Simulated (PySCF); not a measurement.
A structure optimised at B3LYP-D3(BJ)/def2-SVP, used in a PySCF frequency run:

```xyz
8

In     0.0557    -0.2739     0.0000
Cl    -0.4580     2.0523     0.0000
C     -1.4444    -1.8179     0.0000
H     -2.0676    -1.7030     0.8973
H     -0.9527    -2.7993     0.0000
H     -2.0676    -1.7030    -0.8973
O      2.0354    -0.5765     0.0000
H      2.5268     0.2576     0.0000
```
Charge 0, spin multiplicity 1.

Task: Write its SMILES, formula and point group.

Result: [CH3][In]([OH])[Cl], CH₄ClInO, Cs

Task: What are its rotational constants (standard atomic weights)?

Result: 4.3831, 2.3007, 1.5235 GHz
